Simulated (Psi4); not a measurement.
CH$_{3}$Li, singlet, geometry from GFN2-xTB (such geometries of metal compounds can be far from the true shape); Psi4 with WB97X-V/cc-pVDZ.

The Psi4 input:
```
memory 2 GB

molecule {
0 1
Li   -1.06016004   -0.63223328   -0.93043488
C     0.25388465    0.15140575    0.22281837
H     0.80848215   -0.58431615    0.81388903
H    -0.16854159    0.84826251    0.95369206
H     1.01723164    0.72431898   -0.31318668
}

set {
  basis cc-pvdz
  scf_type pk
  puream true
  d_convergence 1e-8
  dft_radial_points 99
  dft_spherical_points 590
}

energy('wb97x-v')
print_variables()
```

Output, abridged:

```
   => Loading Basis Set <=

    Name: CC-PVDZ
    Role: ORBITAL
    Keyword: BASIS

         ---------------------------------------------------------
                                   SCF
               by Justin Turney, Rob Parrish, Andy Simmonett
                          and Daniel G. A. Smith
                              RKS Reference
         ---------------------------------------------------------

  ==> Geometry <==

    Molecular point group: c1
    Full point group: C1

    Geometry (in Angstrom), charge = 0, multiplicity = 1:

       Center              X                  Y                   Z               Mass
    ------------   -----------------  -----------------  -----------------  -----------------
         LI          -0.936684747515    -0.558597993456    -0.822068487443     7.016003436600
         C            0.377359942485     0.225041036544     0.331184762557    12.000000000000
         H            0.931957442485    -0.510680863456     0.922255422557     1.007825032230
         H           -0.045066297515     0.921897796544     1.062058452557     1.007825032230
         H            1.140706932485     0.797954266544    -0.204820287443     1.007825032230

  Running in c1 symmetry.

  Rotational constants: A =      5.52694  B =      0.79592  C =      0.79592 [cm^-1]
  Rotational constants: A = 165693.49455  B =  23860.98001  C =  23860.98000 [MHz]
  Nuclear repulsion =   16.448594039506659

  Charge       = 0
  Multiplicity = 1
  Electrons    = 12
  Nalpha       = 6
  Nbeta        = 6

  ==> Algorithm <==

  SCF Algorithm Type is PK.
  DIIS enabled.
  MOM disabled.
  Fractional occupation disabled.
  Guess Type is SAD.
  Energy threshold   = 1.00e-06
  Density threshold  = 1.00e-08
  Integral threshold = 1.00e-12

  ==> Primary Basis <==

  Basis Set: CC-PVDZ
    Blend: CC-PVDZ
    Number of shells: 21
    Number of basis functions: 43
    Number of Cartesian functions: 45
    Spherical Harmonics?: true
    Max angular momentum: 2

  ==> DFT Potential <==

   => LibXC <=

    Version 7.1.2
    S. Lehtola, C. Steigemann, M. J. T. Oliveira, and M. A. L. Marques,  SoftwareX 7, 1–5 (2018) (10.1016/j.softx.2017.11.002)

   => Composite Functional: WB97X-V <=

    wB97X-V Hyb-GGA Exchange-Correlation Functional

    N. Mardirossian and M. Head-Gordon,  Phys. Chem. Chem. Phys. 16, 9904–9924 (2014) (10.1039/C3CP54374A)

    Deriv               =              1
    GGA                 =           TRUE
    Meta                =          FALSE

    Exchange Hybrid     =           TRUE
    MP2 Hybrid          =          FALSE

   => Exchange-Correlation Functionals <=

    1.0000   wB97X-V range-separated functional

   => Exact (HF) Exchange <=

    0.8330            HF,LR [omega = 0.3000]
    0.1670               HF

   => LibXC Density Thresholds  <==

    XC_HYB_GGA_XC_WB97X_V:  1.00E-14

   => VV10 Non-Local Parameters <=

    VV10 B              =     6.0000E+00
    VV10 C              =     1.0000E-02

   => Molecular Quadrature <=

    Radial Scheme          =       TREUTLER
    Pruning Scheme         =           NONE
    Nuclear Scheme         =       TREUTLER

    Blocking Scheme        =         OCTREE
    BS radius alpha        =              1
    Pruning alpha          =              1
    Radial Points          =             99
    Spherical Points       =            590
    Total Points           =         280763
    Total Blocks           =           2088
    Max Points             =            256
    Max Functions          =             43
    Weights Tolerance      =       1.00E-15

  ==> Integral Setup <==

  Using in-core PK algorithm.
   Calculation information:
      Number of atoms:                   5
      Number of AO shells:              21
      Number of primitives:             62
      Number of atomic orbitals:        45
      Number of basis functions:        43

      Integral cutoff                 1.00e-12
      Number of threads:                 1

  Performing in-core PK
  Using 1343793 doubles for integral storage.
  We computed 26796 shell quartets total.
  Whereas there are 26796 unique shell quartets.

  Computing range-separated integrals for PK
  We computed 26796 wK shell quartets total.
  Whereas there are 26796 wK unique shell quartets.

  ==> DiskJK: Disk-Based J/K Matrices <==

    J tasked:                  Yes
    K tasked:                  Yes
    wK tasked:                 Yes
    Omega:               3.000E-01
    Schwarz Cutoff:          1E-12

  Minimum eigenvalue in the overlap matrix is 4.0633583069E-03.
  Reciprocal condition number of the overlap matrix is 7.3522376286E-04.
    Using symmetric orthogonalization.

  ==> Pre-Iterations <==

  SCF Guess: Superposition of Atomic Densities via on-the-fly atomic UHF (no occupation information).

   -------------------------
    Irrep   Nso     Nmo
   -------------------------
     A         43      43
   -------------------------
    Total      43      43
   -------------------------

  ==> Iterations <==

                        Total Energy        Delta E     RMS |[F,P]|

   @RKS iter SAD:   -46.74614402221054   -4.67461e+01   0.00000e+00
   @RKS iter   1:   -47.14439402363919   -3.98250e-01   1.46982e-02 DIIS/ADIIS
   @RKS iter   2:   -47.21784172611211   -7.34477e-02   1.18519e-02 DIIS/ADIIS
   @RKS iter   3:   -47.37117826625346   -1.53337e-01   5.53322e-04 DIIS/ADIIS
   @RKS iter   4:   -47.37177504347657   -5.96777e-04   1.14901e-04 DIIS/ADIIS
   @RKS iter   5:   -47.37181146522001   -3.64217e-05   2.24670e-05 DIIS
   @RKS iter   6:   -47.37181341177460   -1.94655e-06   5.49083e-06 DIIS
   @RKS iter   7:   -47.37181367159383   -2.59819e-07   2.04655e-06 DIIS
   @RKS iter   8:   -47.37181370803532   -3.64415e-08   4.48819e-07 DIIS
   @RKS iter   9:   -47.37181371005452   -2.01921e-09   8.24145e-08 DIIS
   @RKS iter  10:   -47.37181371010631   -5.17844e-11   1.45603e-08 DIIS
   @RKS iter  11:   -47.37181371010789   -1.57740e-12   2.42366e-09 DIIS
  Energy and wave function converged.

  ==> Post-Iterations <==

   Electrons on quadrature grid:
      Ntotal   =   12.0000001293 ; deviation = 1.293e-07

    Orbital Energies [Eh]
    ---------------------

    Doubly Occupied:

[...]
    Virtual:

[...]
      43A      2.678227

    Final Occupation by Irrep:
              A
    DOCC [     6 ]
    NA   [     6 ]
    NB   [     6 ]

  @RKS Final Energy:   -47.37181371010789

   => Energetics <=

    Nuclear Repulsion Energy =             16.4485940395066592
    One-Electron Energy =                 -95.8734561560225984
    Two-Electron Energy =                  37.5923760152274653
    DFT Exchange-Correlation Energy =      -5.5891251138519937
    Empirical Dispersion Energy =           0.0000000000000000
    VV10 Nonlocal Energy =                  0.0497975050325761
    Total Energy =                        -47.3718137101078867

Computation Completed

Properties will be evaluated at   0.000000,   0.000000,   0.000000 [a0]

Properties computed using the SCF density matrix

 Multipole Moments:

 ------------------------------------------------------------------------------------
     Multipole            Electronic (a.u.)      Nuclear  (a.u.)        Total (a.u.)
 ------------------------------------------------------------------------------------

 L = 1.  Multiply by 2.5417464519 to convert [e a0] to [Debye]
 Dipole X            :         -4.2604200            2.8000138           -1.4604062
 Dipole Y            :         -2.5407281            1.6698063           -0.8709218
 Dipole Z            :         -3.7390972            2.4573936           -1.2817036
 Magnitude           :                                                    2.1293321

 ------------------------------------------------------------------------------------

  Variable Map:
  ----------------------------------------------------------------------------
[...]
  Array Variable Map:
  ----------------------------------------------------------------------------
[...]
[...]
```
